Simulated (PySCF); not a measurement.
Species: C5H6ClFO.
SMILES with atom numbers: `[CH3:1][O:2][C@@H:3]1[CH2:4]/[C:5]1=[C:6](\[F:7])[Cl:8]` (hydrogens: H9, H10, H11 on C1; H12 on C3; H13, H14 on C4)

Computed, not measured: PySCF, PBE0-D3(BJ)/def2-SVP geometry optimisation, gas phase.

Some entries are withheld. Bonds in one row agree within 0.01 Å.

```json
{"coordinate": "C1–O2", "value": "1.402 Å"}
{"coordinate": "O2–C3", "value": "1.376 Å"}
{"coordinate": "C3–C4", "value": "1.508 Å"}
{"coordinate": "C4–C5", "value": "1.466 Å"}
{"coordinate": "C5=C6", "value": "?"}
{"coordinate": "C6–F7", "value": "?"}
{"coordinate": "C6–Cl8", "value": "?"}
{"coordinate": "C3–C5", "value": "?"}
{"coordinate": "C1–H9, C1–H10, C1–H11", "value": "1.103 Å"}
{"coordinate": "C3–H12", "value": "1.103 Å"}
{"coordinate": "C4–H13", "value": "1.095 Å"}
{"coordinate": "C4–H14", "value": "1.096 Å"}
{"coordinate": "C1–O2–C3", "value": "?"}
{"coordinate": "O2–C3–C4", "value": "?"}
{"coordinate": "O2–C3–C5", "value": "120.1°"}
{"coordinate": "C4–C3–C5", "value": "?"}
{"coordinate": "C3–C4–C5", "value": "59.1°"}
{"coordinate": "C4–C5–C6", "value": "147.6°"}
{"coordinate": "C3–C5–C4", "value": "61.9°"}
{"coordinate": "C3–C5–C6", "value": "150.5°"}
{"coordinate": "C5–C6–F7", "value": "123.7°"}
{"coordinate": "C5–C6–Cl8", "value": "124.5°"}
{"coordinate": "F7–C6–Cl8", "value": "111.8°"}
```

Task: Fill in the missing values.

Result: 
- C5=C6 = 1.315 Å, drawn double (fully substituted alkene carbon to vinylic C–F carbon); 0.14 Å below the sum of covalent radii, 1.46 Å.
- C6–F7 = 1.321 Å, drawn single (vinylic C–F carbon to vinyl fluorine); 0.02 Å above the sum of covalent radii, 1.30 Å.
- C6–Cl8 = 1.724 Å, drawn single (vinylic C–F carbon to vinyl chlorine); 0.03 Å below the sum of covalent radii, 1.75 Å.
- C3–C5 = 1.468 Å, drawn single (sp3 carbon bound to oxygen to fully substituted alkene carbon); 0.02 Å below the sum of covalent radii, 1.49 Å.
- C1–O2–C3 = 113.5°, at the ether oxygen; the outer atoms are 2.323 Å apart.
- O2–C3–C4 = 116.8°, at the sp3 carbon bound to oxygen; the outer atoms are 2.457 Å apart.
- C4–C3–C5 = 59.0°, at the sp3 carbon bound to oxygen, inside a 3-membered ring; the outer atoms are 1.466 Å apart.

Radii are Cordero's, carbon taken as 0.76, 0.73 or 0.69 Å for four, three, and two or fewer neighbours.

Stationary, but not proved a minimum. The numbers are those of one conformer (C1–O2–C3–C4 147°).
